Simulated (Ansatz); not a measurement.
CH6AlNO2Si, SMILES `[OH][Al]1[NH]CO[SiH2]1` from Hartree–Fock to CCSD(T)

Cartesian coordinates in Å:
```
O -1.0368 2.7147 -0.7748
Al -0.3426 1.2574 -0.2729
N -0.9490 -0.3899 -0.5745
C -0.2297 -1.5413 -0.0713
O 0.9341 -1.1986 0.6399
Si 1.5110 0.3371 0.9281
H -1.8389 2.8208 -1.2813
H -1.7769 -0.6692 -1.0788
H -0.8650 -2.1286 0.6069
H 0.0751 -2.1989 -0.8978
H 2.8913 0.4509 0.3772
H 1.6275 0.5457 2.3994
```

Total charge 0; spin multiplicity 1. Geometry: relaxed with PBE0-D4/def2-TZVP. It is one conformer, not always the lowest. Frozen core, restricted reference, Ansatz. CBS rows extrapolate triple and quadruple zeta; past MP2 they add the triple-zeta difference.

```
     basis     HF (Eh)  MP2 corr.  CCSD corr.    (T)  CCSD(T) total
def2-TZVPP  -776.62594          ?    -1.07644      ?              ?
def2-QZVPP  -776.65414   -1.12007           –      –              –
 CBS(def2)  -776.65802          ?           ?  as TZ              ?
```

(1) Fill in the withheld values. (An estimate is asked.)

## Answers

(1) The calculation gave: def2-TZVPP MP2 corr.: -1.04028; def2-TZVPP (T): -0.04225; def2-TZVPP CCSD(T) total: -777.74463; CBS(def2) MP2 corr.: -1.17916; CBS(def2) CCSD corr.: -1.21532; CBS(def2) CCSD(T) total: -777.91559.
